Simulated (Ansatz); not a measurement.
The same path of ClF$_{3}$H$_{5}$NSi$_{2}$ (12 atoms, charge 0, multiplicity 1) was run twice with different band settings. Lost on the way: Si1–Cl2, N6–H12. Made: Cl2–H12.

Computed with Ansatz, RKS B3LYP-D4/def2-SVP.

Relaxed end points:

```xyz
12
Properties=species:S:1:pos:R:3
Si -0.097 0.023 0.179
Cl 0.749 -0.452 2.031
F 1.304 0.233 -0.614
F -0.671 1.534 -0.073
F -0.673 -1.181 -0.755
N -1.957 -0.214 1.144
H -2.608 -0.477 0.398
Si -2.559 1.237 2.063
H -3.521 0.741 3.086
H -1.401 1.892 2.710
H -3.258 2.104 1.087
H -1.865 -1.040 1.741
```

```xyz
12
Properties=species:S:1:pos:R:3
Si -0.563 0.316 -0.315
Cl -0.268 -1.698 3.058
F 0.771 0.717 0.468
F -0.807 1.468 -1.405
F -0.345 -1.054 -1.114
N -1.856 0.124 0.784
H -2.562 -0.545 0.476
Si -2.397 1.311 1.995
H -2.844 0.577 3.207
H -1.220 2.170 2.270
H -3.525 2.128 1.467
H -0.940 -1.114 2.106
```

Common settings: movable images 5; climbing image yes; optimiser quadratic models (default); start path through a guess of the saddle point; force threshold 0.05 eV/Å; iteration limit 60; end points relaxed.

| run | spring |
| --- | --- |
| 1 | 5.0 eV/Å² |
| 2 | 0.5 eV/Å² |

(1) What does each run give, and how far can it be trusted?

Answers

(1) Run 1: converged after 33 iterations, highest image 1.022 eV above the first end. A vibrational analysis at the climbing image gives one clearly imaginary mode, 374i cm⁻¹: a first-order saddle point.
Run 2: converged after 25 iterations, highest image 1.041 eV above the first end. The order of the point at the top wasn't checked.
The orbitals stay closed-shell, which can raise the energy where a bond breaks towards radicals; this wasn't checked here.
